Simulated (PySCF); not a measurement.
## Spinor energies of Tl⁴⁺ (thallium, charge +4)

Start: [Xe] 4f14 5d9; 5d3/2 filled at m_j = -3/2, -1/2, +1/2, +3/2; 5d5/2 filled at m_j = -3/2, -1/2, +1/2, +3/2, +5/2. Calculated with PySCF 2.14 in x2c-SVPall-2c: generalised Hartree-Fock with the X2C-1e Hamiltonian and a Gaussian nucleus; one run each with spin-orbit coupling (SO) switched off, then screened by Boettger's factors.

```csv
spinor shell,electrons,"ε, spin-free (eV)","ε, screened SO (eV)",weight of nominal j (screened SO),"rms radius, screened SO (bohr)"
1s1/2,2,-86064.1,-86027.8,1.000,0.0184
2s1/2,2,-15524.8,-15513.1,1.000,0.0743
2p1/2,2,-13377.9,-14870.4,1.000,0.0628
2p3/2,4,-13377.9,-12798.7,1.000,0.0710
3s1/2,2,-3818.0,-3814.0,1.000,0.189
3p1/2,2,-3190.6,-3525.1,1.000,0.181
3p3/2,4,-3190.6,-3057.6,1.000,0.197
3d3/2,4,-2528.1,-2585.2,1.000,0.174
3d5/2,6,-2528.1,-2486.4,1.000,0.178
4s1/2,2,-930.35,-929.05,1.000,0.416
4p1/2,2,-720.98,-803.24,1.000,0.420
4p3/2,4,-720.98,-687.94,1.000,0.454
4d3/2,4,-469.53,-481.75,1.000,0.468
4d5/2,6,-469.53,-460.15,1.000,0.474
5s1/2,2,-200.81,-200.56,1.000,0.937
4f5/2,6,-189.77,-191.70,0.999,0.511
4f7/2,8,-189.77,-187.18,0.999,0.513
5p1/2,2,-140.52,-156.36,0.999,1.00
5p3/2,4,-140.52,-134.13,0.999,1.09
5d3/2,4,-68.392,-69.759,0.970,1.40
5d5/2,5,-68.392,-67.269,0.976,1.41
```

```tsv
quantity	spin-free	screened SO
E (hartree)	-20225.34620	-20260.06616
M_J	5/2	5/2
⟨J²⟩	8.757	8.758
⟨L²⟩	6.006	6.180
⟨S²⟩	0.751	0.926
```

Each row is a mean over spinors that exchange with the open shell spreads, by up to 5.293 eV (5p3/2).

Breit and QED terms are absent; they matter most for the inner s and p1/2 levels.

Densities and radii are taken from the X2C orbitals without a picture-change correction, which distorts them close to the nucleus.

Without spin-orbit coupling the j labels of p, d and f shells carry no meaning; the spin-free column gives the mean over the occupied spinors of each nl shell.
